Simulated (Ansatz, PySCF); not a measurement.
CH5BFNO, SMILES NB(CF)O. Atoms are numbered in the order given.

```xyz
10

N      1.3518    -0.6336     0.0000
B     -0.0487    -0.5700     0.0000
O     -0.8922    -1.6485     0.0000
C     -0.7294     0.8639     0.0000
F      0.2237     1.8723     0.0000
H      1.8792     0.2302     0.0000
H      1.9142    -1.4727     0.0000
H     -0.4420    -2.4975     0.0000
H     -1.3787     0.9901    -0.8855
H     -1.3787     0.9901     0.8855
```

Geometry optimised at PBE0-D3(BJ)/def2-SVP. The structure was generated by enumeration, and PubChem lists no compound with its InChIKey, so it may never have been made. Other conformers were not sampled.

Two levels are set side by side: PBE-D3(BJ)/def2-SVP (Ansatz, a quantum-chemistry and plane-wave program) and PBE0-D3(BJ)/def2-SVP (Ansatz). Each level has its own optimised geometry; the coordinates shown are those of the second. Frequencies come from the Hessian of PySCF at each geometry. Differences are taken from unrounded values.

| quantity | PBE0-D3(BJ) |
|---|---|
| mean bond length (Å) | 1.216 |
| bond N1–B2 (Å) | 1.402 |
| bond B2–O3 (Å) | 1.369 |
| bond B2–C4 (Å) | 1.587 |
| bond C4–F5 (Å) | 1.388 |
| bond N1–H6 (Å) | 1.012 |
| bond N1–H7 (Å) | 1.010 |
| bond O3–H8 (Å) | 0.961 |
| bond C4–H9 (Å) | 1.105 |
| bond C4–H10 (Å) | 1.105 |
| highest harmonic wavenumber (cm⁻¹) | 3925 |
| mean harmonic wavenumber (cm⁻¹) | 1403 |
| zero-point energy (kcal/mol) | 48.13 |

What does PBE-D3(BJ) give, and how far is it from PBE0-D3(BJ)? (Estimate from the structure and the level; the computed values follow.)


| quantity | PBE-D3(BJ) | PBE-D3(BJ) minus PBE0-D3(BJ) |
|---|---|---|
| mean bond length (Å) | 1.226 | 0.010 |
| bond N1–B2 (Å) | 1.410 | 0.008 |
| bond B2–O3 (Å) | 1.380 | 0.011 |
| bond B2–C4 (Å) | 1.595 | 0.008 |
| bond C4–F5 (Å) | 1.404 | 0.016 |
| bond N1–H6 (Å) | 1.021 | 0.009 |
| bond N1–H7 (Å) | 1.019 | 0.009 |
| bond O3–H8 (Å) | 0.972 | 0.012 |
| bond C4–H9 (Å) | 1.115 | 0.010 |
| bond C4–H10 (Å) | 1.115 | 0.010 |
| highest harmonic wavenumber (cm⁻¹) | 3751 | -174 |
| mean harmonic wavenumber (cm⁻¹) | 1352 | -51 |
| zero-point energy (kcal/mol) | 46.38 | -1.75 |

Exact exchange shortens and stiffens bonds; PBE has none. Differences between two approximate levels are no errors against the true value.
